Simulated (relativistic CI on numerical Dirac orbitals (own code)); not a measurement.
Nb32+: computed level list

Calculated at this level of theory: Dirac-Coulomb-Breit CI, separate exchange-only KLI orbitals for each configuration, model QED (radiative potential, 1s self-energy scaled to tabulated hydrogen-like ionisation energies), unscaled Slater integrals (own radial code, finite nucleus).

CI space (outside the closed core 1s2): 2s²2p⁵, 2s2p⁶, 2p⁶3s, 2p⁶3p, 2p⁶3d, 2s²2p⁴3s, 2s²2p⁴3p, 2s²2p⁴3d, 2s2p⁵3s, 2s2p⁵3p, 2s2p⁵3d, 2s²2p⁴4s, 2s²2p⁴4p, 2s²2p⁴4d, 2s²2p⁴4f, 2s2p⁵4s. Levels of other configurations are missing.

| No. | Configuration | Term | J | E (Ry) | % | Landé g | Lifetime (s) | jj configuration (%) |
| --- | --- | --- | --- | --- | --- | --- | --- | --- |
| 41 | 2s²2p⁴3p | ²P° | 1/2 | 187.238 | 82 | 0.672 | 1.56e-12 | 2p1/2 2p3/2^3 3p3/2 (95) |
| 42 | 2s²2p⁴3d | ⁴D | 1/2 | 189.289 | 78 | 0.238 | 1.39e-12 | 2p1/2 2p3/2^3 3d3/2 (97) |
| 43 | 2s²2p⁴3d | ⁴D | 3/2 | 189.691 | 39 | 1.051 | 3.19e-13 | 2p1/2 2p3/2^3 3d3/2 (85) |
| 44 | 2s²2p⁴3d | ⁴F | 7/2 | 189.949 | 47 | 1.285 | 5.82e-11 | 2p1/2 2p3/2^3 3d5/2 (99) |
| 45 | 2s²2p⁴3d | ⁴F | 5/2 | 190.104 | 54 | 1.081 | 2.41e-14 | 2p1/2 2p3/2^3 3d3/2 (92) |
| 46 | 2s²2p⁴3d | ²F | 5/2 | 190.408 | 54 | 1.166 | 2.85e-13 | 2p1/2 2p3/2^3 3d5/2 (94) |
| 47 | 2s²2p⁴3d | ²P | 3/2 | 190.516 | 54 | 1.204 | 8.62e-14 | 2p1/2 2p3/2^3 3d5/2 (92) |
| 48 | 2s²2p⁴3d | ²G | 7/2 | 190.643 | 67 | 0.979 | 3.28e-11 | 2p1/2 2p3/2^3 3d3/2 (99) |
| 49 | 2s²2p⁴3d | ²G | 9/2 | 191.015 | 74 | 1.162 | 5.95e-11 | 2p1/2 2p3/2^3 3d5/2 (99) |
| 50 | 2s²2p⁴3d | ²S | 1/2 | 191.136 | 60 | 1.967 | 7.55e-15 | 2p1/2 2p3/2^3 3d3/2 (83) |
| 51 | 2s²2p⁴3d | ²D | 5/2 | 191.279 | 69 | 1.195 | 1.24e-13 | 2p1/2 2p3/2^3 3d5/2 (96) |
| 52 | 2s²2p⁴3d | ²P | 3/2 | 191.408 | 61 | 1.251 | 6.73e-15 | 2p1/2 2p3/2^3 3d3/2 (73) |
| 53 | 2s²2p⁴3d | ²F | 5/2 | 191.485 | 53 | 1.032 | 8.26e-15 | 2p1/2 2p3/2^3 3d3/2 (96) |
| 54 | 2s²2p⁴3d | ²F | 7/2 | 191.562 | 81 | 1.149 | 4.95e-11 | 2p1/2 2p3/2^3 3d5/2 (98) |
| 55 | 2s2p⁵3s | ⁴P° | 5/2 | 191.855 | 98 | 1.591 | 4.21e-12 | 2s 2p3/2^3 3s (98) |
| 56 | 2s²2p⁴3p | ²P° | 1/2 | 191.969 | 67 | 0.662 | 2.82e-11 | 2p3/2^4 3p1/2 (93) |
| 57 | 2s²2p⁴3d | ²D | 3/2 | 192.451 | 85 | 0.821 | 5.23e-15 | 2p1/2 2p3/2^3 3d5/2 (68) |
| 58 | 2s2p⁵3s | ²P° | 3/2 | 192.662 | 66 | 1.454 | 1.10e-13 | 2s 2p3/2^3 3s (98) |
| 59 | 2s²2p⁴3d | ²P | 1/2 | 192.734 | 85 | 0.863 | 4.17e-15 | 2p1/2 2p3/2^3 3d5/2 (81) |
| 60 | 2s²2p⁴3p | ²P° | 3/2 | 193.124 | 46 | 1.324 | 1.43e-11 | 2p3/2^4 3p3/2 (94) |
| 61 | 2s2p⁵3s | ²P° | 1/2 | 194.666 | 72 | 1.182 | 8.11e-14 | 2s 2p3/2^3 3s (89) |
| 62 | 2s2p⁵3s | ²P° | 3/2 | 194.700 | 59 | 1.482 | 1.46e-12 | 2s 2p3/2^3 3s (87) |
| 63 | 2s2p⁵3p | ⁴S | 3/2 | 196.135 | 43 | 1.754 | 3.87e-13 | 2s 2p3/2^3 3p1/2 (96) |
| 64 | 2s2p⁵3p | ⁴D | 5/2 | 196.387 | 44 | 1.335 | 8.80e-14 | 2s 2p3/2^3 3p1/2 (99) |
| 65 | 2s2p⁵3p | ⁴D | 7/2 | 197.993 | 99 | 1.422 | 4.53e-12 | 2s 2p3/2^3 3p3/2 (99) |
| 66 | 2s2p⁵3p | ²P | 3/2 | 198.172 | 31 | 1.367 | 7.74e-14 | 2s 2p3/2^3 3p3/2 (78) |
| 67 | 2s2p⁵3p | ⁴P | 5/2 | 198.488 | 54 | 1.415 | 6.27e-14 | 2s 2p3/2^3 3p3/2 (99) |
| 68 | 2s2p⁵3p | ⁴P | 1/2 | 198.682 | 37 | 1.575 | 9.14e-14 | 2s 2p3/2^3 3p1/2 (88) |
| 69 | 2s2p⁵3p | ²P | 3/2 | 198.797 | 47 | 1.109 | 1.89e-14 | 2s 2p3/2^3 3p1/2 (61) |
| 70 | 2s²2p⁴3d | ²D | 5/2 | 198.933 | 48 | 1.192 | 2.90e-11 | 2p3/2^4 3d5/2 (96) |

Energies count from the lowest computed level; ° marks odd parity; lifetimes are radiative, by E1, M1, E2, M2 decay to levels of this space only. Filled j subshells are mostly left out of the jj labels.

The mean weight of the leading LS term, summed over parents, in these 30 levels is 62 %, and that of the leading jj configuration (from the same eigenvectors) 91 %, so jj coupling describes them better and the LS labels are nominal.

At this charge energies of transitions that change n are usually good to better than 1 %, and those within a shell (Δn = 0) to a few per cent.

LS names give the leading component of a level, which can be under half, so a name can repeat, a term be missing and a line seem to break the LS rules.
